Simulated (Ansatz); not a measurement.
The same path of Cl3F2Ta + H4Si (11 atoms, charge 0, multiplicity 1) was run twice with different band settings. Lost on the way: Si7–H11. Made: Ta1–Si7, F2–H11.

These are results of RHF/def2-SVP (Ansatz 0.2.0), not measurements.

Relaxed end points:

```xyz
11
Properties=species:S:1:pos:R:3
Ta -0.187 0.503 -0.009
F 1.607 0.999 -0.152
F 0.364 -0.398 1.530
Cl -0.296 0.757 -2.327
Cl -1.181 2.371 0.803
Cl -1.917 -1.064 -0.126
Si 1.528 -3.008 -1.392
H 1.149 -4.060 -0.428
H 0.761 -3.145 -2.647
H 2.981 -3.040 -1.661
H 1.203 -1.687 -0.791
```

```xyz
11
Properties=species:S:1:pos:R:3
Ta -0.394 -0.484 -0.404
F 2.088 -0.080 -0.075
F -0.124 -1.258 1.286
Cl -0.135 0.278 -2.613
Cl -0.047 1.706 0.508
Cl -2.531 -1.257 -0.616
Si 1.064 -2.569 -1.286
H 1.550 -3.334 -0.116
H 0.145 -3.405 -2.096
H 2.197 -2.105 -2.112
H 2.199 0.736 0.322
```

Common settings: movable images 5; climbing image yes; spring 5.0 eV/Å²; optimiser quadratic models (default); start path through a guess of the saddle point; iteration limit 60; end points relaxed.

| run | force threshold |
| --- | --- |
| 1 | 0.05 eV/Å |
| 2 | 0.2 eV/Å |

Problem. What does each run give, and how far can it be trusted?

Solution. Run 1: converged after 34 iterations, highest image 2.526 eV above the first end. Neighbouring images differ by up to 1.4 eV, so the band resolves the path poorly. A vibrational analysis at the climbing image gives one clearly imaginary mode, 1238i cm⁻¹: a first-order saddle point.
Run 2: converged after 28 iterations, highest image 2.530 eV above the first end. The threshold of 0.2 eV/Å is loose, so the images may lie well off the minimum-energy path. Neighbouring images differ by up to 1.4 eV, so the band resolves the path poorly. The order of the point at the top wasn't checked.
The orbitals stay closed-shell, which can raise the energy where a bond breaks towards radicals; this wasn't checked here.
